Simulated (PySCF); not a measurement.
A side-by-side comparison of computed properties.

First species: C₇H₉N₃Si.
Structure used (GFN2-xTB), in Å, numbered top down from 1:
```
atom  x, y, z in Å
C1     3.1416   -0.3570   -0.4665
C2     1.6734   -0.5042   -0.2560
N3     1.1824   -1.7252   -0.2133
N4    -0.0872   -1.9365   -0.0250
C5    -0.9491   -0.9442    0.1214
Si6   -2.7360   -1.5124    0.3895
C7    -0.5336    0.3996    0.0805
C8    -1.5063    1.5189    0.2228
C9     0.8280    0.6207   -0.1082
C10    1.3817    1.9196   -0.1520
N11    1.8576    2.9627   -0.1845
H12    3.3406    0.2615   -1.3411
H13    3.5984    0.1305    0.3946
H14    3.5853   -1.3390   -0.6034
H15   -3.1757   -1.0017    1.6929
H16   -3.5642   -0.9052   -0.6584
H17   -2.7511   -2.9648    0.3335
H18   -2.0653    1.4155    1.1520
H19   -1.0006    2.4827    0.2143
H20   -2.2249    1.4892   -0.5961
```

Second species: C6H9NO2Si.
SMILES with atom numbers: `[N:1]#[C:2][CH2:3][CH2:4][C@@H:5]1[O:6][CH2:7][C:8](=[O:9])[SiH2:10]1` (hydrogens: H11, H12 on C3; H13, H14 on C4; H15 on C5; H16, H17 on C7; H18, H19 on Si10)

Levels: PBE0/pcSseg-1 for HOMO energy, LUMO energy and HOMO–LUMO gap. Geometries: GFN2-xTB. All species are isolated and taken at one optimised geometry, non-relativistic unless stated; the electronic structure was computed with PySCF and density fitting.

```json
{"property": "HOMO energy", "column X": "-7.03 eV", "column Y": "-6.79 eV"}
{"property": "LUMO energy", "column X": "-2.40 eV", "column Y": "-1.62 eV"}
{"property": "HOMO–LUMO gap", "column X": "4.63 eV", "column Y": "5.17 eV"}
```

Task: Which column belongs to which species?

Result: Column X is the first species and column Y the second. The first has 20 atoms and 86 electrons, the second 19 and 82.

Task: How does each property change from the first species to the second?

Result: HOMO energy +0.24 eV; LUMO energy +0.78 eV; HOMO–LUMO gap +0.54 eV.

